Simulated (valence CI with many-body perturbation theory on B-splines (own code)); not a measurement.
## E1 line list for Xe48+

Computed by configuration interaction combined with many-body perturbation theory (CI+MBPT): four valence electrons over a frozen Dirac-Fock core [He], a basis of 11 s, 11 p, 10 d, 8 f, 5 g, 2 h functions for each j, with the one-electron correlation potential Σ1 (screened to all orders), the two-electron term Σ2, the three-electron term Σ3, Breit, model QED; selected single and double excitations, second order for the rest, scaled by the run's own slope (own B-spline code, finite nucleus).

The last digits are not significant, and no measured levels were compared; by estimate large intervals hold to a few tenths of a per cent, small ones and those within an open d or f shell to about a per cent. Among the levels kept, up to 880 cm⁻¹ of a level comes from second order outside the variational space, and about a tenth of that is noise between levels of different J, which matters for small intervals.

Lines 51 to 100 of 543 in falling wavelength, among levels below 51292 × 10³ cm⁻¹, chosen from the strongest by gf and those to the six lowest levels. Wavelengths and rates use the calculated energies. Electric multipoles are in the length gauge with retardation, E1 and E2 with the static RPA response of the core. Weak lines are less certain than strong ones. Lines between different terms over intervals too small for the method are left out, as are lines whose strength nearly cancels. The highest levels of a list are the least certain.

Levels are named by their leading jj configuration (3d3/2^4 stands for four electrons in 3d with j = 3/2), which in mixed levels can hold well under half, so a name can repeat and another be missing. Letters in brackets count levels of one name in rising energy.

```
λ vac (Å)                           Upper                           Lower   A (s⁻¹)  log gf  Branch %
    84.34          (2s 2p1/2^2 3d3/2) J=2          (2s^2 2p1/2 3d3/2) J=1  2.43e+10   -0.89       0.0
    83.70       (2p1/2^2 2p3/2 3p3/2) J=3          (2p1/2^2 2p3/2 3s) J=2  7.56e+10   -0.25       0.1
    83.49       (2p1/2^2 2p3/2 3d3/2) J=2       (2p1/2^2 2p3/2 3p1/2) J=1  2.45e+10   -0.89       0.1
    83.49  (2s 2p1/2 2p3/2 3p3/2) J=1 [a]     (2s 2p1/2 2p3/2 3s) J=1 [a]  3.57e+10   -0.95       0.0
    82.55       (2p1/2^2 2p3/2 3d3/2) J=3       (2p1/2^2 2p3/2 3p1/2) J=2  4.84e+10   -0.46       0.9
    82.54      (2s 2p3/2^2 3p3/2) J=1 [a]         (2s 2p3/2^2 3s) J=2 [a]  5.27e+10   -0.79       0.0
    82.44  (2s 2p1/2 2p3/2 3d3/2) J=1 [b]  (2s 2p1/2 2p3/2 3p1/2) J=2 [b]  3.41e+10   -0.98       0.0
    82.24  (2s 2p1/2 2p3/2 3p3/2) J=2 [c]     (2s 2p1/2 2p3/2 3s) J=1 [c]  2.20e+10   -0.95       0.0
    82.11          (2s 2p1/2^2 3p3/2) J=1             (2s 2p1/2^2 3s) J=0  4.83e+10   -0.83       0.0
    81.63  (2s 2p1/2 2p3/2 3d3/2) J=2 [a]  (2s 2p1/2 2p3/2 3p1/2) J=2 [a]  2.30e+10   -0.94       0.0
    81.63      (2s 2p3/2^2 3d3/2) J=3 [a]          (2s 2p3/2^2 3p1/2) J=3  2.23e+10   -0.81       0.0
    81.31          (2s^2 2p3/2 3p3/2) J=1             (2s^2 2p3/2 3s) J=1  4.76e+10   -0.85       1.0
    81.26          (2s^2 2p3/2 3d3/2) J=2          (2s^2 2p3/2 3p1/2) J=2  1.92e+10   -1.02       0.0
    81.14   (2p1/2 2p3/2^2 3p3/2) J=3 [a]      (2p1/2 2p3/2^2 3s) J=2 [a]  7.19e+10   -0.30       0.1
    80.80   (2p1/2 2p3/2^2 3d3/2) J=2 [a]   (2p1/2 2p3/2^2 3p1/2) J=2 [a]  2.77e+10   -0.87       0.1
    80.38      (2s 2p3/2^2 3d3/2) J=2 [a]      (2s 2p3/2^2 3p1/2) J=2 [a]  3.53e+10   -0.77       0.0
    80.20   (2p1/2 2p3/2^2 3p3/2) J=2 [a]      (2p1/2 2p3/2^2 3s) J=2 [a]  3.83e+10   -0.73       0.0
    80.18  (2s 2p1/2 2p3/2 3p3/2) J=2 [b]     (2s 2p1/2 2p3/2 3s) J=2 [b]  4.74e+10   -0.64       0.0
    79.94          (2s^2 2p3/2 3d3/2) J=2          (2s^2 2p3/2 3p1/2) J=1  2.04e+10   -1.01       0.0
    79.85      (2s 2p3/2^2 3d3/2) J=3 [a]      (2s 2p3/2^2 3p1/2) J=2 [a]  2.06e+10   -0.86       0.0
    79.75          (2s 2p1/2^2 3p3/2) J=2          (2s^2 2p1/2 3p3/2) J=1  6.28e+10   -0.52       0.8
    79.74  (2s 2p1/2 2p3/2 3p3/2) J=3 [c]     (2s 2p1/2 2p3/2 3s) J=2 [c]  7.41e+10   -0.31       0.1
    79.70          (2s^2 2p1/2 3d3/2) J=1          (2s^2 2p1/2 3p1/2) J=0  3.42e+10   -1.01       0.0
    79.69   (2p1/2 2p3/2^2 3p3/2) J=2 [c]      (2p1/2 2p3/2^2 3s) J=1 [b]  8.12e+10   -0.41       0.1
    79.47          (2s 2p1/2^2 3d3/2) J=1          (2s 2p1/2^2 3p1/2) J=0  3.58e+10   -0.99       0.1
    79.13      (2s 2p3/2^2 3d3/2) J=1 [a]      (2s 2p3/2^2 3p1/2) J=2 [a]  4.36e+10   -0.91       0.0
    79.10          (2s 2p3/2^2 3d3/2) J=4          (2s 2p3/2^2 3p1/2) J=3  4.31e+10   -0.44       0.0
    79.01       (2p1/2^2 2p3/2 3d3/2) J=1       (2p1/2^2 2p3/2 3p1/2) J=1  3.36e+10   -1.03       0.0
    78.70   (2p1/2 2p3/2^2 3d3/2) J=1 [a]   (2p1/2 2p3/2^2 3p1/2) J=1 [a]  4.82e+10   -0.87       0.1
    78.22  (2s 2p1/2 2p3/2 3d3/2) J=3 [c]  (2s 2p1/2 2p3/2 3p1/2) J=2 [c]  5.30e+10   -0.47       0.1
    78.14  (2s 2p1/2 2p3/2 3d3/2) J=3 [a]  (2s 2p1/2 2p3/2 3p1/2) J=2 [a]  4.61e+10   -0.53       0.0
    78.04   (2p1/2 2p3/2^2 3d3/2) J=3 [a]   (2p1/2 2p3/2^2 3p1/2) J=2 [a]  4.45e+10   -0.55       0.1
    78.03   (2p1/2 2p3/2^2 3d3/2) J=2 [a]   (2p1/2 2p3/2^2 3p1/2) J=1 [a]  2.53e+10   -0.94       0.1
    77.84       (2p1/2^2 2p3/2 3p3/2) J=2          (2p1/2^2 2p3/2 3s) J=1  5.38e+10   -0.61       0.0
    77.73  (2s 2p1/2 2p3/2 3p3/2) J=2 [a]     (2s 2p1/2 2p3/2 3s) J=1 [a]  3.85e+10   -0.76       0.0
    77.67      (2s 2p3/2^2 3p3/2) J=3 [a]             (2s 2p3/2^2 3s) J=3  4.03e+10   -0.59       0.1
    77.60          (2s 2p3/2^2 3p3/2) J=4             (2s 2p3/2^2 3s) J=3  8.56e+10   -0.16      15.1
    77.45      (2s 2p3/2^2 3d3/2) J=2 [b]      (2s 2p3/2^2 3p1/2) J=1 [a]  2.26e+10   -0.99       0.0
    77.42       (2p1/2 2p3/2^2 3d3/2) J=4       (2p1/2 2p3/2^2 3p1/2) J=3  3.25e+10   -0.58       1.6
    77.30       (2p1/2^2 2p3/2 3p1/2) J=2  (2s 2p1/2 2p3/2 3p1/2) J=1 [c]  2.36e+10   -0.98       0.0
    77.27  (2s 2p1/2 2p3/2 3d3/2) J=2 [a]  (2s 2p1/2 2p3/2 3p1/2) J=1 [a]  2.84e+10   -0.90       0.0
    77.22          (2s^2 2p1/2 3d3/2) J=2          (2s^2 2p1/2 3p1/2) J=1  5.47e+10   -0.61       0.1
    77.18   (2p1/2 2p3/2^2 3p3/2) J=1 [a]      (2p1/2 2p3/2^2 3s) J=1 [a]  3.95e+10   -0.98       0.0
    76.87      (2s 2p3/2^2 3d3/2) J=3 [b]      (2s 2p3/2^2 3p1/2) J=2 [b]  6.35e+10   -0.40       0.0
    76.86          (2s^2 2p3/2 3d3/2) J=3          (2s^2 2p3/2 3p1/2) J=2  5.78e+10   -0.45       0.0
    76.79      (2s 2p1/2 2p3/2 3d3/2) J=4      (2s 2p1/2 2p3/2 3p1/2) J=3  3.48e+10   -0.56       4.4
    76.74  (2s 2p1/2 2p3/2 3d3/2) J=1 [a]  (2s 2p1/2 2p3/2 3p1/2) J=1 [a]  4.70e+10   -0.90       0.0
    76.74      (2s 2p3/2^2 3p3/2) J=2 [b]         (2s 2p3/2^2 3s) J=1 [a]  5.78e+10   -0.59       0.4
    76.60  (2s 2p1/2 2p3/2 3p3/2) J=3 [a]     (2s 2p1/2 2p3/2 3s) J=2 [a]  8.30e+10   -0.29       0.4
    76.56   (2p1/2 2p3/2^2 3p3/2) J=1 [c]          (2p1/2 2p3/2^2 3s) J=0  6.01e+10   -0.80       0.1
```

Question: How does gf follow from A for the line at 77.84 Å?

Answer: gf = 1.4992 × (2J+1)_upper × A / σ², with σ = 1284708 cm⁻¹ and 2J+1 = 5: gf = 0.244.
